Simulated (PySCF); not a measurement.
Do core-level shifts follow atomic charges?

Species: CH12Si4.
Structure used (PBE0-D3(BJ)/def2-SVP), in Å, numbered top down from 1:
```
atom  x, y, z in Å
C1     2.297   -1.657   -0.139
Si2    1.646    0.103   -0.298
Si3   -0.471    0.319    0.691
Si4   -1.948   -1.166   -0.361
Si5   -1.276    2.503    0.420
H6     1.605   -2.374   -0.607
H7     2.407   -1.932    0.921
H8     3.279   -1.757   -0.626
H9     2.594    1.076    0.333
H10    1.503    0.482   -1.741
H11   -0.396   -0.015    2.153
H12   -3.313   -1.105    0.246
H13   -1.446   -2.573   -0.264
H14   -2.051   -0.802   -1.809
H15   -1.363    2.804   -1.043
H16   -2.638    2.651    1.020
H17   -0.358    3.496    1.059
```

Binding energies: delta-SCF UKS SCAN, pcX-2 on the ionised atom, pcseg-1 elsewhere, spin-free X2C in PySCF. Charges: PBE0/pcSseg-1 ground-state density, for the ionised atom.

```json
{"atom": "Si3", "environment": "SiH silicon", "Si 1s (eV)": "1845.40", "Mulliken (e)": "-0.297", "IAO (e)": "-0.016", "Hirshfeld (e)": "+0.075", "ESP (e)": "-0.053"}
{"atom": "Si2", "environment": "SiH2 silicon", "Si 1s (eV)": "1845.90", "Mulliken (e)": "+0.383", "IAO (e)": "+0.488", "Hirshfeld (e)": "+0.248", "ESP (e)": "+0.504"}
{"atom": "Si4", "environment": "SiH3 silicon", "Si 1s (eV)": "1846.06", "Mulliken (e)": "+0.241", "IAO (e)": "+0.287", "Hirshfeld (e)": "+0.205", "ESP (e)": "+0.221"}
```

Task: Give the correlation coefficient and slope of binding energy on charge for each scheme.

Result: Mulliken: r = 0.91, slope 0.9 eV per e; Hirshfeld: r = 0.89, slope 3.4 eV per e; IAO: r = 0.81, slope 1.1 eV per e; ESP: r = 0.73, slope 0.9 eV per e. On 3 points no scheme stands out.

Task: The point-charge model writes a binding energy as kq + V + constant, with V the potential of the other atoms' charges at the site. What does it give with the Mulliken charges?

Result: V = Σ 14.40 eV Å × q/r over all other atoms: +2.71 eV at Si3, -4.09 eV at Si2, -2.41 eV at Si4. Fitting binding energy − V to q gives k = 10.7 eV per e and leaves an rms residual of 0.00 eV, against 0.12 eV for the fit on q alone. The model has no term for differences in relaxation between sites.

The structure is a single PBE0-D3(BJ)/def2-SVP conformer in the gas phase; no vibrational or solvent corrections.
